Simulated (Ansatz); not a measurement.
`OC(F)[SiH2]Br` + `CF` → `FC[SiH2]Br` + `OCF`  (formal exchange of groups at the Si–C bond)

Program: Ansatz. Geometries: PBE0-D4/def2-TZVP. ΔE: electronic, gas phase. CCSD(T)/CBS is the MP2 limit (def2-TZVPP, def2-QZVPP) plus CCSD(T) − MP2 in def2-TZVPP, frozen cores. This one scheme is used for every species. DFT in def2-TZVPP. For Br outer-core shells are correlated without core-valence functions, which leaves a few kJ/mol of doubt a bond. Scalar relativity is left out up to krypton. One conformer a species, not always the lowest.

`OC(F)[SiH2]Br`:

```xyz
9

O     0.222    0.417   -1.566
C     0.544   -0.299   -0.440
F     1.872   -0.056   -0.073
Si   -0.544    0.286    1.015
Br   -2.623   -0.388    0.646
H     0.626    0.011   -2.339
H     0.480   -1.383   -0.603
H    -0.062   -0.350    2.261
H    -0.514    1.762    1.099
```

`CF`:

Z-matrix (Å, degrees):
```
C
F 1 1.376
H 1 1.092 2 109.1
H 1 1.092 2 109.1 3 -120.0
H 1 1.092 2 109.1 3 120.0
```

`FC[SiH2]Br`:

```xyz
8

F    -0.175   -1.922    0.549
C    -0.687   -0.729    0.051
Si    0.690    0.563    0.001
Br   -0.217    2.426   -0.804
H    -1.509   -0.404    0.697
H    -1.093   -0.912   -0.949
H     1.782    0.140   -0.904
H     1.210    0.838    1.359
```

`OCF`:

Z-matrix (Å, degrees):
```
C
F 1 1.381
O 1 1.370 2 111.1
H 1 1.091 2 107.8 3 -117.4
H 1 1.096 2 106.3 3 123.2
H 3 0.962 1 109.3 2 70.7
```

(1) Is it downhill or uphill in electronic energy at CCSD(T)/CBS, and by how much? (Estimate.)

(2) What do these levels give: PBE, SCS-MP2/def2-TZVPP, CCSD/def2-TZVPP, HF/def2-QZVPP, SCS-MP2/def2-QZVPP, CCSD/CBS(def2)? (Estimate.)

Largest T1 diagnostic among the species: 0.011.

Answers

(1) Computed: Downhill: ΔE = -10.5 kJ/mol.

(2) The calculation gave: PBE -11.2, SCS-MP2/def2-TZVPP -11.6, CCSD/def2-TZVPP -12.2, HF/def2-QZVPP -15.3, SCS-MP2/def2-QZVPP -11.2, CCSD/CBS(def2) -11.4 kJ/mol.

In def2-TZVPP, CCSD(T) changes the Hartree–Fock value by +4.1 kJ/mol (the triples alone add +0.9 kJ/mol) and MP2 by +4.0 kJ/mol.
